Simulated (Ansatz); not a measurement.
Hf5⁺, relaxed as a doublet with UKS r2SCAN-D4/def2-SVP in Ansatz, starting from the GFN1-xTB geometry. Force threshold 0.02 eV/Å.

In the def2 sets Hf takes a core potential; there is no spin–orbit coupling. The charge 1 doublet is spin-contaminated (final ⟨S²⟩ up to 1.96, 0.75 for a pure state). The relaxation made no stability test and no search for a lower SCF solution. No other spin state of charge 1 was run. The structure comes from a short search, and lower isomers may exist.

Start:

```xyz
5

Hf    0.4730   -0.5345    1.1509
Hf    0.8315    0.5717   -2.0009
Hf   -2.4132   -1.0066    1.5137
Hf    2.9877   -0.0974   -0.3224
Hf   -1.8791    1.0668   -0.3413
```

Question: Estimate the energy that the relaxation releases and the steps that it takes.

Answer: 425.1 kJ/mol, in 18 steps; 6.9 min on 4 threads of Arm Neoverse V1 on a shared host. No frequencies were taken in this run, so the end may be a saddle point.

Question: Does the start keep its bonding?

Answer: Bonds formed: Hf2–Hf3, Hf3–Hf4 (atoms count from 1). The end is the same structure that another start reached, the lowest one found.

Question: Predict the relaxed structure.

Answer: 
```xyz
5

Hf    0.546    0.948    1.200
Hf    0.273    0.419   -1.534
Hf   -0.810   -1.350    0.357
Hf    2.002   -1.204    0.020
Hf   -2.012    1.186   -0.043
```
Bond lengths (bridged metal pairs left out): 9 × Hf–Hf 2.80 to 2.85 Å.
